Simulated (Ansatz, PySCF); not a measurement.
C3H13NSi2, SMILES C[SiH2]N[C@H](C)[SiH3]. Atoms are numbered in the order given.

```xyz
19

C     -3.1707    -0.2884     0.4437
Si    -1.3200    -0.4685     0.7151
N     -0.5229     0.1605    -0.7021
C      0.9148     0.2532    -0.9523
C      1.5353    -1.0650    -1.4464
Si     1.8901     0.9684     0.5292
H     -3.7277    -0.6377     1.3278
H     -3.4399     0.7633     0.2582
H     -3.5058    -0.8884    -0.4184
H     -0.8690     0.3210     1.8990
H     -1.0126    -1.9051     1.0242
H     -1.0505     0.0417    -1.5653
H      1.0723     1.0156    -1.7408
H      2.6017    -0.9474    -1.7009
H      1.4519    -1.8538    -0.6810
H      1.0120    -1.4236    -2.3496
H      1.9270     0.0030     1.6668
H      3.2923     1.2059     0.0739
H      1.2976     2.2553     0.9904
```
Charge 0, spin multiplicity 1.

The structure is a stationary point at B3LYP-D3(BJ)/def2-SVP. The structure was generated by enumeration; whether it is a known compound was not checked. The values are those of a single conformer.

Two levels are set side by side: PBE-D3(BJ)/def2-SVP (Ansatz, a quantum-chemistry and plane-wave program) and B3LYP-D3(BJ)/def2-SVP (Ansatz). Each level has its own optimised geometry; the coordinates shown are those of the second. Frequencies come from the Hessian of PySCF at each geometry. Differences are taken from unrounded values.

```
quantity                            B3LYP-D3(BJ)
----------------------------------  ------------
mean bond length (Å)                       1.375
bond C1–Si2 (Å)                            1.879
bond Si2–N3 (Å)                            1.743
bond N3–C4 (Å)                             1.462
bond C4–C5 (Å)                             1.538
bond C4–Si6 (Å)                            1.913
bond C1–H7 (Å)                             1.102
bond C1–H8 (Å)                             1.101
bond C1–H9 (Å)                             1.103
bond Si2–H10 (Å)                           1.493
bond Si2–H11 (Å)                           1.501
bond N3–H12 (Å)                            1.019
bond C4–H13 (Å)                            1.108
bond C5–H14 (Å)                            1.103
bond C5–H15 (Å)                            1.102
bond C5–H16 (Å)                            1.104
bond Si6–H17 (Å)                           1.492
highest harmonic wavenumber (cm⁻¹)          3537
mean harmonic wavenumber (cm⁻¹)             1297
zero-point energy (kcal/mol)               94.54
```

### Question
What does PBE-D3(BJ) give, and how far is it from B3LYP-D3(BJ)? (An estimate is asked for; the answer gives what the named calculation found.)

### Answer

| quantity | PBE-D3(BJ) | PBE-D3(BJ) minus B3LYP-D3(BJ) |
|---|---|---|
| mean bond length (Å) | 1.383 | 0.009 |
| bond C1–Si2 (Å) | 1.884 | 0.005 |
| bond Si2–N3 (Å) | 1.754 | 0.011 |
| bond N3–C4 (Å) | 1.462 | 0.000 |
| bond C4–C5 (Å) | 1.540 | 0.002 |
| bond C4–Si6 (Å) | 1.921 | 0.009 |
| bond C1–H7 (Å) | 1.109 | 0.007 |
| bond C1–H8 (Å) | 1.108 | 0.007 |
| bond C1–H9 (Å) | 1.110 | 0.007 |
| bond Si2–H10 (Å) | 1.507 | 0.014 |
| bond Si2–H11 (Å) | 1.516 | 0.015 |
| bond N3–H12 (Å) | 1.027 | 0.008 |
| bond C4–H13 (Å) | 1.117 | 0.009 |
| bond C5–H14 (Å) | 1.110 | 0.008 |
| bond C5–H15 (Å) | 1.110 | 0.008 |
| bond C5–H16 (Å) | 1.111 | 0.008 |
| bond Si6–H17 (Å) | 1.506 | 0.013 |
| highest harmonic wavenumber (cm⁻¹) | 3451 | -86 |
| mean harmonic wavenumber (cm⁻¹) | 1260 | -36 |
| zero-point energy (kcal/mol) | 91.90 | -2.65 |

GGA bonds tend to be longer and softer than those of functionals with exact exchange. Differences between two approximate levels are no errors against the true value.
